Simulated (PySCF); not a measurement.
C₂H₉NSi.

```xyz
13

Si     0.7072    -0.4203     0.4599
N      1.5093     0.7870    -0.5044
C     -1.0343    -0.6897    -0.1993
C     -1.8804     0.5868    -0.2427
H      1.5311    -1.6628     0.3459
H      0.5907    -0.0856     1.9250
H      1.1631     1.7426    -0.4780
H      2.5254     0.8015    -0.4978
H     -0.9520    -1.1274    -1.2104
H     -1.5251    -1.4554     0.4294
H     -1.9855     1.0411     0.7572
H     -2.8974     0.3947    -0.6220
H     -1.4276     1.3435    -0.9052
```

Coordinates come from a r2SCAN-D4/def2-SVP optimisation. One conformer was computed; it need not be the lowest.

Level of theory: PBE/pcSseg-1 (PySCF). Non-relativistic, no solvent.

Computed absolute GIAO shielding of each atom: isotropic value and principal components (ppm):
```json
[
 {"atom": "Si1", "σ(iso)": "363.7", "σ11": "317.3", "σ22": "360.4", "σ33": "413.4", "span": "96.1"},
 {"atom": "N2", "σ(iso)": "255.9", "σ11": "232.8", "σ22": "252.9", "σ33": "282.1", "span": "49.3"},
 {"atom": "C3", "σ(iso)": "169.2", "σ11": "163.2", "σ22": "167.8", "σ33": "176.7", "span": "13.5"},
 {"atom": "C4", "σ(iso)": "170.5", "σ11": "161.3", "σ22": "168.0", "σ33": "182.3", "span": "21.0"},
 {"atom": "H5", "σ(iso)": "26.5", "σ11": "23.4", "σ22": "24.8", "σ33": "31.2", "span": "7.8"},
 {"atom": "H6", "σ(iso)": "26.1", "σ11": "22.2", "σ22": "24.8", "σ33": "31.3", "span": "9.1"},
 {"atom": "H7", "σ(iso)": "31.4", "σ11": "23.6", "σ22": "29.4", "σ33": "41.1", "span": "17.6"},
 {"atom": "H8", "σ(iso)": "31.1", "σ11": "23.9", "σ22": "26.8", "σ33": "42.7", "span": "18.8"},
 {"atom": "H9", "σ(iso)": "30.3", "σ11": "26.1", "σ22": "28.5", "σ33": "36.2", "span": "10.1"},
 {"atom": "H10", "σ(iso)": "30.7", "σ11": "26.2", "σ22": "28.8", "σ33": "37.2", "span": "11.0"},
 {"atom": "H11", "σ(iso)": "30.3", "σ11": "26.5", "σ22": "28.2", "σ33": "36.3", "span": "9.8"},
 {"atom": "H12", "σ(iso)": "29.8", "σ11": "24.9", "σ22": "27.4", "σ33": "37.0", "span": "12.1"},
 {"atom": "H13", "σ(iso)": "30.2", "σ11": "25.5", "σ22": "29.7", "σ33": "35.3", "span": "9.8"}
]
```
